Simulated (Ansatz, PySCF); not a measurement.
This Ansatz (an electronic-structure program) input computes a r2SCAN/def2-TZVPD energy:

Ansatz 0.2 input:
```yaml
crystal:
  periodic: [false, false, false]
  atoms:
    - {symbol: Pb, position_ang: [0.00287726, 0.00331022, 0.46954697]}
    - {symbol: Cl, position_ang: [1.23637282, 1.42415907, -1.15015183]}
    - {symbol: Cl, position_ang: [-1.25025137, -1.44012601, -1.11472177]}
basis:
  gaussian:
    orbitals: def2-TZVPD
hamiltonian:
  xc: {name: r2SCAN}
output: {forces: true}
```

Question: Write an input for the same energy in PySCF and say what it gives.

Answer: 
```python
from pyscf import gto, scf, dft

mol = gto.M(
    atom='''
    Pb    0.00287726    0.00331022    0.46954697
    Cl    1.23637282    1.42415907   -1.15015183
    Cl   -1.25025137   -1.44012601   -1.11472177
    ''',
    basis='def2-tzvpd',
    ecp='def2-tzvp',
    charge=0,
    spin=0,
    verbose=4,
)

mf = dft.RKS(mol, xc='r2scan').density_fit(auxbasis='def2-universal-jkfit')
mf.grids.level = 4
mf.conv_tol = 1e-9
mf.max_cycle = 100
mf.max_memory = 1500
mf.kernel()
if not mf.converged:
    mf = mf.newton()
    mf.kernel(mf.make_rdm1())
mf.analyze()
```
It gives -1113.45242 Eh, and Ansatz -1113.45243 Eh, a difference of 0.01 mEh.
